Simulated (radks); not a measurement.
Species: Tc V. Configuration: [Kr] 4d3 (the NIST ground configuration).

Method: Dirac Kohn-Sham, exchange-only PBE, spin-unpolarised, spherical densities, finite nucleus; open shells fill j = l - 1/2 first; Fermi nuclear charge, rms radius 4.4112 fm; computed with a radial shooting solver on a logarithmic mesh with Libxc functionals.

Energy parts (Ry):
part                    energy
total              -8561.50167
kinetic             8897.47992
electron-nucleus  -20562.71849
Hartree             3353.74442
exchange            -250.00752

Orbitals (lengths in bohr, moments of r in powers of bohr; r(max) is where P^2 peaks; r(90%) holds 90 % of the orbital's charge):
orbital,occ.,eigenvalue (Ry),r(90%),<1/r>,r(max),<r^2>
1s1/2,2,-1536.480,0.0614,44.71,0.02228,0.001586
2s1/2,2,-222.0847,0.231,10.20,0.1263,0.02632
2p1/2,2,-205.0641,0.208,10.18,0.09814,0.01983
2p3/2,4,-196.3711,0.214,9.668,0.1020,0.02119
3s1/2,2,-41.44875,0.613,3.508,0.3724,0.1975
3p1/2,2,-34.90988,0.618,3.408,0.3594,0.1948
3p3/2,4,-33.45528,0.633,3.285,0.3688,0.2048
3d3/2,4,-21.88937,0.633,3.103,0.3096,0.1890
3d5/2,6,-21.60954,0.638,3.071,0.3124,0.1922
4s1/2,2,-8.64647,1.51,1.315,0.9451,1.231
4p1/2,2,-6.70122,1.65,1.203,0.9982,1.443
4p3/2,4,-6.47275,1.69,1.169,1.022,1.512
4d3/2,3,-3.53204,2.22,0.9091,1.203,2.444
4d5/2,0,-3.50392,2.23,0.9015,1.212,2.480
5s1/2,0,-2.76190,3.50,0.5312,2.293,6.779
5p1/2,0,-2.26035,3.92,0.4733,2.569,8.497
5p3/2,0,-2.21955,3.98,0.4646,2.617,8.782

The highest occupied level is 4d3/2 at -48.056 eV. Summed over all electrons, <r^2> = 22.42 bohr^2, which gives a Langevin (diamagnetic) susceptibility term of -17.8 x 10^-6 cm^3/mol. The density falls to 0.001 e/bohr^3 at r = 3.06 bohr.
